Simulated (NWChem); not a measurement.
System: SiF₃, doublet; SMILES [Si](F)(F)F

Here is an NWChem input.

```
start job
memory heap 200 mb stack 900 mb global 1100 mb
geometry units angstroms noautosym nocenter noautoz
  F      1.457838     0.352336    -0.204561
  Si     0.000000     0.000000     0.375737
  F     -1.034051     1.086357    -0.204561
  F     -0.423787    -1.438693    -0.204561
end
basis spherical
  * library 6-31g*
end
dft
  odft
  mult 2
  xc m06-2x
  iterations 150
end
cosmo
  do_cosmo_smd true
  solvent methanol
end
task dft energy
```

Parts of the log:

```
             Northwest Computational Chemistry Package (NWChem) 7.3.0
             --------------------------------------------------------

                             Geometry "geometry" -> ""
                             -------------------------

 Output coordinates in angstroms (scale by  1.889725989 to convert to a.u.)

  No.       Tag          Charge          X              Y              Z
 ---- ---------------- ---------- -------------- -------------- --------------
    1 F                    9.0000     1.45783800     0.35233600    -0.20456100
    2 Si                  14.0000     0.00000000     0.00000000     0.37573700
    3 F                    9.0000    -1.03405100     1.08635700    -0.20456100
    4 F                    9.0000    -0.42378700    -1.43869300    -0.20456100

 Effective nuclear repulsion energy (a.u.)     173.8843511332

                                 NWChem DFT Module
                                 -----------------

 Summary of "ao basis" -> "ao basis" (spherical)
 ------------------------------------------------------------------------------
       Tag                 Description            Shells   Functions and Types
 ---------------- ------------------------------  ------  ---------------------
 F                           6-31g*                  6       14   3s2p1d
 Si                          6-31g*                  8       18   4s3p1d

 in cosmo_initialize ...
 calling solv_data for solv:methanol

 solvent parameters
 solvname_short: methanol
 solvname_long:  methanol
 dielec:       32.6130
 dielecinf:     1.7657
 nonaqueous SMD model solvent descriptors
 dielec:       32.6130
 sola:          0.4300
 solb:          0.4700
 solc:          0.0000
 solg:         31.7700
 solh:          0.0000
 soln:          1.3288

          ---------------
          -cosmo- solvent
          ---------------
 Cosmo: York-Karplus, doi: 10.1021/jp992097l
 dielectric constant -eps-     =  32.61
 screen = (eps-1)/(eps    )    =   0.96934
 surface charge correction     = lagrangian

   van der Waals surface
 --------------------------

[...]

                                COSMO-SMD solvation results
                                ---------------------------

             internal energy in gas <Psi(g)|H|Psi(g)> =      -588.998602236946
         internal energy in solvent <Psi(s)|H|Psi(s)> =      -588.998299432373
                               delta internal energy  =         0.000302804573 (    0.19 kcal/mol)
   total free energy in solvent <Psi(s)|H+V/2|Psi(s)> =      -589.002474084260
 polarization energy contribution <Psi(s)|V/2|Psi(s)> =        -0.004174651887 (   -2.62 kcal/mol)
    total free energy in solvent including G(SMD-CDS) =      -589.002136393482
                       G(SMD-CDS) energy contribution =         0.000337690777 (    0.21 kcal/mol)
     1 M fixed-concentration free energy of solvation =        -0.003534156537 (   -2.22 kcal/mol)

                    DFT Final Alpha Molecular Orbital Analysis
                    ------------------------------------------

 Vector   19  Occ=1.000000D+00  E=-5.291147D-01
              MO Center= -2.8D-01,  4.1D-01, -1.6D-01, r^2= 2.4D+00
   Bfn.  Coefficient  Atom+Function         Bfn.  Coefficient  Atom+Function
  ----- ------------  ---------------      ----- ------------  ---------------
    37      0.371294  3 F  pz                41      0.274003  3 F  pz
    35     -0.235658  3 F  px                 3     -0.221190  1 F  px
    36      0.220735  3 F  py                 5     -0.213606  1 F  pz
    50      0.185578  4 F  py                39     -0.161548  3 F  px
     9     -0.157640  1 F  pz                51     -0.157478  4 F  pz

 Vector   20  Occ=1.000000D+00  E=-5.130959D-01
              MO Center= -5.3D-04,  6.6D-04, -2.0D-01, r^2= 2.7D+00
   Bfn.  Coefficient  Atom+Function         Bfn.  Coefficient  Atom+Function
  ----- ------------  ---------------      ----- ------------  ---------------
     4      0.376478  1 F  py                49      0.371500  4 F  px
    35     -0.280816  3 F  px                 8      0.275117  1 F  py
    53      0.271482  4 F  px                36     -0.267248  3 F  py
    39     -0.205201  3 F  px                40     -0.195288  3 F  py
    50     -0.109550  4 F  py                 3     -0.091124  1 F  px

 Vector   21  Occ=1.000000D+00  E=-3.163769D-01
              MO Center=  1.0D-04, -8.3D-05,  8.7D-01, r^2= 1.9D+00
   Bfn.  Coefficient  Atom+Function         Bfn.  Coefficient  Atom+Function
  ----- ------------  ---------------      ----- ------------  ---------------
    23      0.494657  2 Si pz                24      0.449583  2 Si s
    20      0.444919  2 Si s                 16     -0.188008  2 Si s
     5     -0.179999  1 F  pz                37     -0.179977  3 F  pz
    51     -0.179996  4 F  pz                19     -0.169709  2 Si pz
     9     -0.155732  1 F  pz                41     -0.155712  3 F  pz

 Vector   22  Occ=0.000000D+00  E= 8.883268D-02
              MO Center=  1.5D-01, -9.1D-02,  6.0D-01, r^2= 3.7D+00
   Bfn.  Coefficient  Atom+Function         Bfn.  Coefficient  Atom+Function
  ----- ------------  ---------------      ----- ------------  ---------------
    26      0.760458  2 Si py                25     -0.554951  2 Si px
    38     -0.427158  3 F  s                 22      0.332188  2 Si py
    52      0.262435  4 F  s                 21     -0.242389  2 Si px
     8     -0.179187  1 F  py                 4     -0.166353  1 F  py
     6      0.165412  1 F  s                 53      0.157712  4 F  px

[...]
```

Level: M06-2X/6-31G* (spherical d), spin-unrestricted, SMD on the gas-phase geometry. In the optimisation the excess spin sits in a (C3, its own frame). Structure relaxed at the PBE0/def2-SVP, spin-unrestricted level. No stability test was run on the SCF state. Solvent: methanol.
